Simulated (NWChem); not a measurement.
## Basis-set convergence for H3FZr

SMILES: [F][ZrH3]
```xyz
5

Zr     0.2874    -0.0583     0.0000
F     -1.5597     0.3165     0.0000
H      1.0226     0.6947     1.5318
H      1.0226     0.6947    -1.5318
H      0.4949    -1.9052     0.0000
```
Charge 0, spin multiplicity 1.

Everything below was run with NWChem. The geometry was optimised at PBE/def2-SVP with def2 effective core potentials on Zr, a minimum by its harmonic frequencies.

Quantity: vertical ionisation energy at the level ΔB3LYP (Δ: difference of total energies, the cation a doublet at the parent's geometry with its hole in an orbital of symmetry a" (Cs labels); it is the state that the SCF runs reached, from PBE0 orbitals for Hartree-Fock references, and need not be the lowest).

Effective core potentials replace the inner electrons of Zr; spin-orbit coupling is left out. B3LYP has NWChem's definition, with VWN1-RPA local correlation. The structure started from a generated list of species. No SCF solution was tested for a lower state.

Relative cost: rough, from shared machines, SCF included, def2-SVPD = 1.

In def2-QZVP the value is 10.94 eV. Among def2-SVPD, def2-TZVP, def2-TZVPP, which is the smallest basis within 0.05 eV of it?

def2-SVPD, with 81 functions against 219 and about 4 % of the time (also within reach: def2-TZVP, def2-TZVPP). def2-QZVP isn't the basis-set limit itself, and a small set can land close by cancellation.

```
basis       functions  vertical ionisation energy (eV)  relative cost
----------  ---------  -------------------------------  -------------
def2-SVPD          81                            10.96              1
def2-TZVP          89                            10.97        under 3
def2-TZVPP        129                            10.95        under 3
def2-QZVP         219                            10.94             30
```
